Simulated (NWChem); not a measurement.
System: C₄H₄N, doublet; SMILES [c]1ccc[nH]1

Computed with NWChem. Spin-unrestricted. In the optimisation the excess spin sits in a' (Cs, its own frame). The geometry was optimised at PBE0/def2-SVP, spin-unrestricted. No stability test was run on the SCF state. Level B3LYP/def2-SVP: single points from the atomic guess with DIIS by default; each run changes one setting, and all converged runs end within 0.3 mHa of each other. cgmin counts macro-iterations, each dearer than a DIIS step.

```json
[
 {"setting": "defaults", "SCF iterations": "11"},
 {"setting": "DIIS on 20 Fock matrices", "SCF iterations": "10"},
 {"setting": "quadratically convergent solver (cgmin)", "SCF iterations": "5"},
 {"setting": "no level shifting", "SCF iterations": "11"},
 {"setting": "DIIS on 3 Fock matrices", "SCF iterations": "10"},
 {"setting": "occupation smearing of 0.005 Ha", "SCF iterations": "11"}
]
```
